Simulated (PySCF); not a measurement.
Gas-phase reaction: 3 InI + InCl₃ = InI₃ + 3 InCl

Energies from PySCF (xtb for GFN2), thermal terms from the rigid-rotor harmonic-oscillator model, ideal gas at 1 bar. † marks an energy on the PBE0/def2-TZVP geometry and frequencies; other levels use their own. All species are closed-shell singlets. I, In: scalar-relativistic def2 core potential, no spin-orbit coupling. The harmonic model lacks anharmonicity and excited electronic states, which grow with temperature; levels with a mode under 35 cm⁻¹ are left out. Soft modes under 120 cm⁻¹ make the harmonic entropy rough for InCl₃, InI₃.

| level | ΔE electronic, kJ | ΔH°(298 K), kJ | ΔS°(298 K), J/K | ΔG°(1000 K), kJ |
|---|---|---|---|---|
| GFN2-xTB | -23 | -24 | -3 | -21 |
| PBE/def2-TZVP† | -29 | -29 | 0 | -30 |
| PBE0/def2-QZVP† | -29 | -30 | 0 | -30 |
| PBE0/def2-SVP† | -19 | -20 | 0 | -21 |
| ωB97M-V/def2-TZVP† | -32 | -32 | 0 | -33 |
ΔH° is lowest at ωB97M-V/def2-TZVP† and highest at PBE0/def2-SVP†. No reference value is set beside these.
